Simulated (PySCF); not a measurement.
Cost of one run: core-ionisation job, `[CH3][GeH2][S][GeH3]`.

Method: delta-SCF UKS PBE0, pcX-2 on the ionised atom, pcseg-1 elsewhere, spin-free X2C (PySCF 2.14.0). Geometry: PBE0-D3(BJ)/def2-SVP. Work: ΔSCF core ionisation, 3 holes, density fitting. The command runs a driver script over a list of jobs; the input below is this job's line of settings and its coordinates in Å.

Command:
```bash
OMP_NUM_THREADS=1 python probes_run.py task.json out
```

Input:
```
{"job": {"kind": "xps", "xc": "PBE0"}, "charge": 0, "multiplicity": 1}
C     -1.813747     0.317058     0.004462
Ge    -0.590281    -1.169643     0.306204
S      1.279027    -0.474576     1.326980
Ge     2.010990     0.965062    -0.204193
H     -1.369404     1.050158    -0.684097
H     -2.752569    -0.051256    -0.435881
H     -2.036146     0.817536     0.957268
H     -0.209117    -1.842380    -1.028331
H     -1.189370    -2.205250     1.273934
H      1.815623     0.368193    -1.611131
H      3.501510     1.184361     0.091208
H      1.254645     2.303677    -0.109810
```

Hardware: one thread, Arm Neoverse V1 (aarch64), shared host with 64 logical CPUs at a one-minute load of 30. PySCF's memory limit was set to 1760 MB.

Problem. How large is the largest of the mixed bases?

Solution. 168 functions.

Problem. What wall time should be expected on this hardware?

Solution. About 34 s. The run took 39 SCF cycles in all, 11 s a hole on average.

Problem. How much memory does it need at the peak?

Solution. About 0.73 GiB. Peak memory is the resident size of the whole Python process, interpreter and libraries included.

Problem. At this speed, how long would 500 such jobs take on 64 cores, one job a core?

Solution. 500/64 gives 8 rounds of 34 s, about 4.5 min of wall time and 4.7 core-hours, if the jobs don't slow each other.

The host was shared with other jobs, so the times are rough.
